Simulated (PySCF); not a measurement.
Mg(Me) (CH3Mg), SMILES [CH3][Mg+], charge +1.

The structure is a stationary point at PBE0-D3(BJ)/def2-TZVP. The spin state was assumed, not searched. The isomer is the one that the SMILES or the coordinates give; other isomers of the formula were not compared.

Method: PBE0-D3(BJ)/def2-TZVP run with PySCF 2.14.0.

Frequencies are harmonic and unscaled.

Modes within 1.5 cm⁻¹ of each other (mostly degenerate sets) share a row, with their intensities summed.

```json
[
 {"mode": "1", "ν (cm⁻¹)": "533", "IR (km/mol)": "0.0", "Raman (Å⁴/amu)": "101.4", "depolarisation": "0.11", "moving atoms (share of kinetic energy)": "C 53 %, Mg 38 %, H 9 %"},
 {"mode": "2–3", "ν (cm⁻¹)": "660", "IR (km/mol)": "175.4", "Raman (Å⁴/amu)": "0.6", "depolarisation": "0.75", "moving atoms (share of kinetic energy)": "H 87 %, C 11 %"},
 {"mode": "4", "ν (cm⁻¹)": "1099", "IR (km/mol)": "109.6", "Raman (Å⁴/amu)": "204.1", "depolarisation": "0.10", "moving atoms (share of kinetic energy)": "H 85 %, C 15 %"},
 {"mode": "5–6", "ν (cm⁻¹)": "1414", "IR (km/mol)": "1.0", "Raman (Å⁴/amu)": "3.7", "depolarisation": "0.75", "moving atoms (share of kinetic energy)": "H 94 %"},
 {"mode": "7", "ν (cm⁻¹)": "3068", "IR (km/mol)": "3.1", "Raman (Å⁴/amu)": "223.9", "depolarisation": "0.02", "moving atoms (share of kinetic energy)": "H 98 %"},
 {"mode": "8–9", "ν (cm⁻¹)": "3191", "IR (km/mol)": "19.6", "Raman (Å⁴/amu)": "200.4", "depolarisation": "0.75", "moving atoms (share of kinetic energy)": "H 90 %, C 10 %"}
]
```
